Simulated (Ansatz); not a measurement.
Cartesian coordinates in Å:
```
C 1.812 -0.574 0.979
C 0.661 -0.308 1.595
Si -0.966 -0.044 0.733
O -1.767 1.267 1.352
Si -0.654 0.272 -1.583
O 0.406 -0.848 -2.147
F -2.059 0.111 -2.341
H 2.733 -0.740 1.532
H 1.882 -0.654 -0.102
H 0.664 -0.255 2.684
H -1.887 -1.182 0.983
H -1.311 2.110 1.328
H -0.189 1.643 -1.946
H 0.674 -0.798 -3.067
```

The species carries charge 0 and has multiplicity 1.

Task: List the ωB97M-V/def2-TZVPP orbital energies in eV (the Gaussian-basis code of Ansatz). (An estimate is asked.)

Result: Computed: Occupied: -1808.02, -1807.28, -677.22, -526.50, -526.17, -281.84, -281.41, -148.93, -148.29, -103.09, -103.05, -103.01, -102.43, -102.40, -102.38, -35.77, -31.24, -30.89, -24.33, -19.42, -18.88, -17.91, -16.89, -16.11, -15.31, -15.17, -14.81, -14.31, -13.69, -13.38, -12.92, -12.48, -12.11, -11.15, -10.55, -9.71. Lowest empty: 0.98, 1.64, 1.87, 2.59, 3.09, 3.52, 3.87, 4.06.
